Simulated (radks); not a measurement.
Os24+, configuration [Kr] 4d10 4f4 5s2 (not the ground configuration). Calculated with a radial shooting solver on a logarithmic mesh with Libxc functionals: scalar-relativistic Kohn-Sham, PBEsol, spin-polarised, spherical densities, point nucleus; open shells are filled with parallel spins first (spin-orbit coupling, left out, can overturn this in heavy ions).

Unscreened Slater integrals over Kohn-Sham orbitals (eV). They are taken over the spin-up orbitals. Empty in this configuration: 5p.

integral    value
F0(5s,5s)  30.894
F0(5s,4f)  37.006
G3(5s,4f)  4.2498
F0(5s,4d)  36.881
G2(5s,4d)  4.2441
F0(5s,4p)  37.069
G1(5s,4p)  3.5900
F0(5s,5p)  29.952
G1(5s,5p)  20.341
F0(4f,4f)  56.325
F2(4f,4f)  29.489
F4(4f,4f)  19.154
F6(4f,4f)  13.984
F0(4f,4d)  55.076
F2(4f,4d)  27.646
F4(4f,4d)  18.004
G1(4f,4d)  30.095
G3(4f,4d)  20.184
G5(4f,4d)  14.660
F0(4f,4p)  55.793
F2(4f,4p)  28.432
G2(4f,4p)  23.786
G4(4f,4p)  17.097
F0(4f,5p)  35.352
F2(4f,5p)  12.062
G2(4f,5p)  3.7091
G4(4f,5p)  3.5010
F0(4d,4d)  54.663
F2(4d,4d)  27.954
F4(4d,4d)  18.931
F0(4d,4p)  55.283
F2(4d,4p)  28.477
G1(4d,4p)  35.800
G3(4d,4p)  22.742
F0(4d,5p)  35.244
F2(4d,5p)  12.265
G1(4d,5p)  3.4772
G3(4d,5p)  3.5715
F0(4p,4p)  56.035
F2(4p,4p)  29.336
F0(4p,5p)  35.417
F2(4p,5p)  12.062
G0(4p,5p)  2.5969
G2(4p,5p)  3.4104
F0(5p,5p)  29.126
F2(5p,5p)  15.650

Derived for the open shells (J is the average intra-shell exchange parameter used in DFT+U). 4f: F4/F2 = 0.650, F6/F2 = 0.474, J = (286 F2 + 195 F4 + 250 F6)/6435 = 2.434 eV.
